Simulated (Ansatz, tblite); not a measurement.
Forces on Ge(CF3)2H2 (C₂H₂F₆Ge) at its r2SCAN-D4/def2-SVP geometry. The state is a singlet with charge 0.

The xTB rows come from tblite.

GFN1-xTB (tblite), largest force 0.57 eV/Å:

```xyz
11
positions Å, forces eV/Å
Ge   -0.559   -0.121    0.666   -0.364   -0.080    0.435
C     0.917   -1.336    0.107    0.010   -0.023    0.009
F     1.061   -2.356    0.974    0.116    0.215   -0.352
F     2.092   -0.684    0.048   -0.240   -0.367   -0.016
F     0.686   -1.866   -1.107    0.219    0.044    0.365
C    -0.512    1.423   -0.591   -0.016    0.019   -0.010
F    -0.650    1.021   -1.867    0.030    0.306    0.310
F     0.649    2.096   -0.500   -0.401   -0.054   -0.146
F    -1.506    2.293   -0.328    0.339   -0.126   -0.228
H    -0.286    0.380    2.082   -0.149   -0.202   -0.480
H    -1.891   -0.850    0.517    0.457    0.268    0.112
```

GFN2-xTB (tblite), largest force 0.82 eV/Å:

```
Ge -0.525 -0.115 0.626
C 0.215 -0.155 -0.097
F 0.081 0.147 -0.243
F -0.153 -0.228 0.012
F 0.117 0.021 0.241
C 0.023 0.204 -0.196
F 0.000 0.185 0.202
F -0.260 -0.032 -0.068
F 0.233 -0.085 -0.158
H -0.076 -0.134 -0.366
H 0.344 0.191 0.046
```

r2SCAN-D4/def2-TZVP (Ansatz), largest force 0.34 eV/Å:

```
Ge -0.214 -0.046 0.257
C -0.121 0.112 0.028
F 0.080 -0.151 0.054
F 0.181 -0.010 -0.023
F 0.050 -0.104 -0.130
C 0.015 -0.140 0.092
F -0.016 0.043 -0.173
F 0.097 0.139 -0.050
F -0.092 0.152 -0.034
H -0.001 -0.007 -0.023
H 0.021 0.011 0.002
```
